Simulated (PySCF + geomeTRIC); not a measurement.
A geometry relaxed with PySCF + geomeTRIC with TPSS-D3(BJ)/def2-SVP, charge 0, multiplicity 2:

```xyz
9

H      1.2175    -0.7838    -0.7355
C     -1.2082     0.0029     0.0721
H      2.0107     0.7991    -0.4116
H      1.3158    -0.1758     0.9327
H     -1.1418    -0.3224     1.1360
C      1.1691     0.1466    -0.1240
H     -1.2434    -0.9336    -0.5309
H     -2.1576     0.5467    -0.0695
N     -0.0878     0.8295    -0.2995
```

Q: Write the SMILES of this molecule.

A: `C[N]C`
